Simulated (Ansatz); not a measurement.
The inner images of a band of C2H6GeS (10 atoms, charge 0, multiplicity 1) are given out of order.

The calculation used Ansatz 0.2.0, RKS PBE0-D4/def2-SVP.

First end point:

```xyz
10
Properties=species:S:1:pos:R:3
S -1.724 0.442 -1.187
C -0.098 0.589 -0.442
C 0.801 -0.632 -0.630
Ge 0.335 -0.331 1.230
H -2.417 1.151 -0.269
H 0.392 1.554 -0.619
H 1.828 -0.441 -0.958
H 0.347 -1.502 -1.118
H -0.758 -1.187 1.853
H 1.378 0.307 2.142
```

Last end point:

```xyz
10
Properties=species:S:1:pos:R:3
S -1.970 0.664 -0.386
C -0.205 0.676 -0.121
C 0.636 -0.485 -0.644
Ge 0.486 -0.490 1.291
H -1.960 0.817 -1.735
H 0.259 1.667 -0.189
H 1.600 -0.230 -1.098
H 0.094 -1.271 -1.180
H -0.501 -1.446 1.944
H 1.646 0.047 2.121
```

**Question.** Put them in order from the first end to the last, with their energies above the first end.
A.
```xyz
10
Properties=species:S:1:pos:R:3
S -2.048 0.547 -0.182
C -0.272 0.600 -0.006
C 0.638 -0.347 -0.785
Ge 0.615 -0.727 1.122
H -2.164 1.387 -1.240
H 0.122 1.614 0.128
H 1.534 0.081 -1.247
H 0.136 -1.092 -1.412
H -0.210 -1.911 1.607
H 1.731 -0.203 2.018
```
B.
```xyz
10
Properties=species:S:1:pos:R:3
S -1.881 0.386 -0.974
C -0.231 0.541 -0.270
C 0.755 -0.545 -0.673
Ge 0.450 -0.498 1.250
H -2.319 1.619 -0.647
H 0.162 1.561 -0.341
H 1.706 -0.216 -1.105
H 0.329 -1.406 -1.202
H -0.416 -1.610 1.827
H 1.528 0.116 2.140
```
C.
```xyz
10
Properties=species:S:1:pos:R:3
S -1.781 0.421 -1.129
C -0.167 0.567 -0.359
C 0.780 -0.591 -0.648
Ge 0.383 -0.413 1.247
H -2.394 1.412 -0.447
H 0.284 1.560 -0.479
H 1.771 -0.335 -1.035
H 0.340 -1.462 -1.147
H -0.577 -1.427 1.854
H 1.444 0.217 2.145
```
D.
```xyz
10
Properties=species:S:1:pos:R:3
S -2.051 0.453 -0.400
C -0.281 0.547 -0.096
C 0.686 -0.427 -0.761
Ge 0.585 -0.663 1.170
H -2.181 1.612 -1.081
H 0.077 1.579 -0.026
H 1.591 -0.014 -1.221
H 0.230 -1.229 -1.351
H -0.236 -1.834 1.694
H 1.663 -0.075 2.074
```
E.
```xyz
10
Properties=species:S:1:pos:R:3
S -1.998 0.384 -0.702
C -0.273 0.525 -0.181
C 0.726 -0.492 -0.715
Ge 0.527 -0.583 1.222
H -2.224 1.703 -0.872
H 0.077 1.562 -0.190
H 1.646 -0.106 -1.168
H 0.297 -1.330 -1.277
H -0.301 -1.738 1.771
H 1.605 0.023 2.116
```

**Answer.** C (+2.4 kJ/mol), B (+9.5 kJ/mol), E (+14.8 kJ/mol), D (+8.7 kJ/mol), A (-0.9 kJ/mol).

The run took 2.4 min on 2 threads of Arm Neoverse V1, with other jobs on the host, peak memory 0.23 GiB.
